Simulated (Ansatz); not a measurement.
NbS(OH)3 (NbSO3H3): single points at one geometry.

```yaml
crystal:
  periodic: [false, false, false]
  atoms:
    - {symbol: Nb, position_ang: [-0.000313, -0.000283, 0.049427]}
    - {symbol: S, position_ang: [0.008790, -0.014947, 2.201265]}
    - {symbol: O, position_ang: [1.739264, 0.314128, -0.589815]}
    - {symbol: H, position_ang: [2.591942, 0.461987, -0.170843]}
    - {symbol: O, position_ang: [-1.141946, 1.357643, -0.571656]}
    - {symbol: H, position_ang: [-1.696865, 2.017014, -0.145220]}
    - {symbol: O, position_ang: [-0.604889, -1.659415, -0.594417]}
    - {symbol: H, position_ang: [-0.895982, -2.476136, -0.178749]}
basis:
  gaussian: {orbitals: def2-TZVP, initial_orbitals: start.molden}
hamiltonian: {xc: pbe, dispersion: d4}
scf: {omitted_lower_state_checks: [starts]}
output: {orbitals: {seedname: orbitals}}
```

The file start.molden holds the orbitals of an earlier run on this structure, at another level or in another basis.

```sh
$ ansatz run in.yaml --threads 4 --pin off --events-out ev --progress --plain --max-ram 3916MiB
```

It prints (some lines left out):

```
Functional definition: PBE
1164 factors; their error is unknown
mean field evaluation 1: about -18575.0227 eV, gradient 1.2e1 eV
mean field evaluation 2: about -18575.1912 eV, gradient 1.7e-1 eV
mean field evaluation 4: about -18575.1776 eV, gradient 2.9e-4 eV
mean field -18575.17763035 eV, -682.6251872076 hartree, gradient 9.0e-6 eV, S^2 0.000000; 0 other end points of the search recorded, 0 dependent functions left out
reference -18575.17771211 eV, -682.6251902124 hartree; 28, 28 occupied and 160, 160 virtual orbitals, 1164 factors
Total energy: -18575.38129750 eV, -682.6326718375 hartree
Checks for a lower state left out: starts
```

Hardware: 4 threads of AMD EPYC 9R45 on a shared host. Wall time 0.85 s.

First input, but with `hamiltonian: {xc: {name: PBE-QIDH}}` and without the key `output` (abridged; 2 s):

```
Functional definition: PBE-QIDH
mean field -18555.58753672 eV, -681.9052645454 hartree, gradient 3.0e-6 eV, S^2 0.000000
8 core orbitals not correlated: weight in the atoms' cores, before any rotation towards them, 1.000 or more for the frozen orbitals, at most 0.000 for the correlated occupied ones
second order -40.43468805 eV of doubles, -0.00000000 eV of singles
Total energy: -18569.06578557 eV, -682.4005810548 hartree
Checks for a lower state left out: starts
```

The first input with `correlation: {method: ccsd_t}` and without the key `hamiltonian` (abridged; 38 s):

```
Functional definition: HF
mean field -18518.77481595 eV, -680.5524220098 hartree, gradient 1.4e-6 eV, S^2 0.000000
8 core orbitals not correlated: weight in the atoms' cores, before any rotation towards them, 1.000 or more for the frozen orbitals, at most 0.000 for the correlated occupied ones
second order -35.52425703 eV of doubles, -0.00000000 eV of singles
cycle   1  -33.41764090 eV  change     2.1e0 eV  update   2.4e-1
cycle   2  -34.59557374 eV  change    -1.2e0 eV  update   1.5e-1
cycle   3  -34.91427214 eV  change   -3.2e-1 eV  update   3.9e-2
cycle   4  -34.93080366 eV  change   -1.7e-2 eV  update   1.7e-2
cycle   5  -34.90876645 eV  change    2.2e-2 eV  update   6.1e-3
cycle   6  -34.90757967 eV  change    1.2e-3 eV  update   2.5e-3
cycle   7  -34.90859328 eV  change   -1.0e-3 eV  update   1.0e-3
cycle   8  -34.90785963 eV  change    7.3e-4 eV  update   4.0e-4
cycle   9  -34.90807433 eV  change   -2.1e-4 eV  update   1.6e-4
cycle  10  -34.90827833 eV  change   -2.0e-4 eV  update   5.7e-5
cycle  11  -34.90816651 eV  change    1.1e-4 eV  update   2.8e-5
cycle  12  -34.90815110 eV  change    1.5e-5 eV  update   1.3e-5
perturbative correction -1.77859751 eV, -0.0653622530 hartree
Total energy: -18555.46156457 eV, -681.9006351542 hartree
Checks for a lower state left out: starts
```

As the first input, with `hamiltonian: {xc: r2scan, dispersion: d4}`, `output: {forces: true, orbitals: {seedname: orbitals}}` (abridged; 1.9 s):

```
Functional definition: r2SCAN
mean field -18582.71296941 eV, -682.9021058106 hartree, gradient 1.6e-5 eV, S^2 0.000000
Total energy: -18582.76154350 eV, -682.9038908755 hartree
Atom 0 force     0.006194     0.001811     0.255666 eV/Å
Atom 1 force     0.000379    -0.002363     0.280524 eV/Å
Atom 2 force     0.393247     0.071404    -0.205915 eV/Å
Atom 3 force    -0.081124    -0.014404     0.026977 eV/Å
Atom 4 force    -0.262545     0.311554    -0.201826 eV/Å
Atom 5 force     0.055155    -0.065755     0.025471 eV/Å
Atom 6 force    -0.139907    -0.382176    -0.207222 eV/Å
Atom 7 force     0.028600     0.079929     0.026325 eV/Å
Dipole moment:    -0.000419     0.000190    -0.087061 e Å
Checks for a lower state left out: starts
```

As the first input, with `hamiltonian: {xc: {name: B3LYP}, dispersion: d4}` (abridged; 1.2 s):

```
Functional definition: B3LYP
mean field -18586.29622121 eV, -683.0337878856 hartree, gradient 1.3e-5 eV, S^2 0.000000
Total energy: -18586.62687639 eV, -683.0459392391 hartree
Checks for a lower state left out: starts
```

First input, but with `gaussian: {orbitals: def2-TZVPD, initial_orbitals: start.molden}` (abridged; 1.3 s):

```
Functional definition: PBE
mean field -18575.30154896 eV, -682.6297411326 hartree, gradient 7.4e-5 eV, S^2 0.000000
Total energy: -18575.50520658 eV, -682.6372254120 hartree
Checks for a lower state left out: starts
```

First input, but with `gaussian: {orbitals: def2-SVP, initial_orbitals: start.molden}` (abridged; 0.55 s):

```
Functional definition: PBE
mean field -18563.55610412 eV, -682.1981039960 hartree, gradient 5.6e-6 eV, S^2 0.000000
Total energy: -18563.75976270 eV, -682.2055883110 hartree
Checks for a lower state left out: starts
```

Geometry: PBE0-D4/def2-SVP.

In the def2 sets Nb takes a core potential; there is no spin–orbit coupling. B3LYP takes the VWN-RPA correlation. Correlated methods freeze 8 core orbitals; core or outer-core shells of Nb are correlated, in sets that lack core-valence functions. At PBE-QIDH/def2-TZVP the test of the restricted singlet for broken spin symmetry was undecided.
